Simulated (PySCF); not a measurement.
# C3H7F2O2Si: g tensor and hyperfine couplings

C3H7F2O2Si (doublet state).
Z-matrix (Å and degrees, GFN2-xTB geometry), rows numbered from 1:
```
F 
C   1  1.3646
F   2  1.3430  1  105.32
O   2  1.3414  1  112.05  3  -118.39
C   4  1.4581  2  114.68  1   -87.94
C   5  1.4759  4  112.94  2    58.42
O   6  1.3340  5  117.48  4   -90.84
Si  7  1.6408  6  133.70  5   160.90
H   2  1.1073  1  106.64  3   115.25
H   5  1.0964  4  108.00  2   -63.64
H   5  1.0900  4  102.77  2   179.26
H   6  1.0771  5  120.70  4    69.81
H   8  1.4648  7  109.43  6    58.66
H   8  1.4540  7   97.84  6   177.62
H   8  1.4607  7  109.93  6   -62.00
```

The hyperfine couplings belong to this conformer and change with its torsions.

As a line formula: `FC(F)OC[CH]O[SiH3]` [radical].

The calculation used PySCF, UKS B3LYP, pcH-1 on C F H O Si, non-relativistic, mean-field spin-orbit, GIAO. Geometry: GFN2-xTB, one conformer, isolated molecule. A GFN2-xTB geometry isn't a minimum of the functional, and hyperfine couplings can be far from their values at a DFT geometry. Stability of the SCF solution: not tested.

* g1, g2, g3: 2.00202, 2.00309, 2.00380
* g_iso: 2.00297
* Form of g: rhombic: the two nearest values differ by 40 % of g3 − g1
* ⟨S²⟩: 0.7534 (exact 0.7500)
* Total energy: -758.15410 Eh

Hyperfine couplings atom by atom, in 10⁻⁴ cm⁻¹; T1 to T3 are the principal values of the dipolar part (1 × 10⁻⁴ cm⁻¹ = 2.998 MHz):

```tsv
atom	isotope	a_iso	of which spin–orbit	T1	T2	T3	Mulliken spin population
F1	19F	1.2	0.0	-2.4	-1.3	3.7	0.00
C2	13C	-0.6	0.0	-0.4	0.0	0.4	-0.01
F3	19F	8.2	0.0	-2.8	-2.5	5.3	0.00
O4	17O	-15.5	0.0	-7.9	3.9	4.0	0.05
C5	13C	-0.8	0.0	-0.5	-0.2	0.8	-0.03
C6	13C	37.4	0.0	-25.5	-24.9	50.4	0.88
O7	17O	-6.5	0.0	-18.1	8.8	9.3	0.10
Si8	29Si	0.4	0.0	-0.8	0.3	0.4	0.01
H9	1H	-0.1	0.0	-1.0	-0.6	1.6	0.00
H10	1H	2.3	0.0	-2.0	-1.3	3.2	0.00
H11	1H	7.8	0.0	-2.3	-1.0	3.3	0.01
H12	1H	-17.5	0.0	-11.7	-0.5	12.1	-0.04
H13	1H	2.6	0.0	-0.8	-0.6	1.4	0.01
H14	1H	-1.0	0.0	-0.8	-0.6	1.5	0.00
H15	1H	4.3	0.0	-0.7	-0.6	1.4	0.01
```

Largest spin populations (Mulliken): C6 (+0.88) and O7 (+0.10). C6 is the only atom above +0.15. The angles at C6 add up to 357.1°, so it is nearly planar; its axial dipolar tensor and the negative coupling of its proton fit spin in a p orbital normal to that plane.

Axes: g3 points within 8° of the C5–C6 bond.

Under fast tumbling the dipolar parts average out, and these isotropic splittings remain: 1 × 1H (H12, I = 1/2, 2 lines) with 1.87 mT, 2 × 1H (H10/H11, I = 1/2, 3 lines) with 0.54 mT, 2 × 19F (F1/F3, I = 1/2, 3 lines) with 0.50 mT and 3 × 1H (H13/H14/H15, I = 1/2, 4 lines) with 0.21 mT.

Means are taken over nuclei equivalent by connectivity, which assumes that they swap fast. The three 1H nuclei of mean +5.9 MHz run from -3.0 to 13.0 MHz in the frozen geometry. The 19F value of +14.1 MHz is a mean of couplings from 3.7 to 24.5 MHz in this one geometry, not an average over conformers. The 1H value of +15.2 MHz is a mean of couplings from 6.9 to 23.5 MHz in this one geometry, not an average over conformers.

The 17O coupling of O4 (-46.5 MHz) shows only in satellite lines or after enrichment, since that isotope makes up about 0.038 % of natural oxygen.

The 13C coupling of C6 (112.2 MHz) shows only in satellite lines or after enrichment, since that isotope makes up about 1.07 % of natural carbon.

The spin density at the nucleus, in bohr⁻³, is negative for H12 (-0.0117), C5 (-0.0020) and C2 (-0.0017), for instance. A restricted open-shell determinant has no negative spin density anywhere; here it arises because α and β orbitals differ (spin polarisation).

Hardware: an Intel Xeon at 2.50 GHz with one thread, shared host. Cost: 3.0 min of wall time (with the writing of density and orbital grids), 0.96 GiB resident at most.
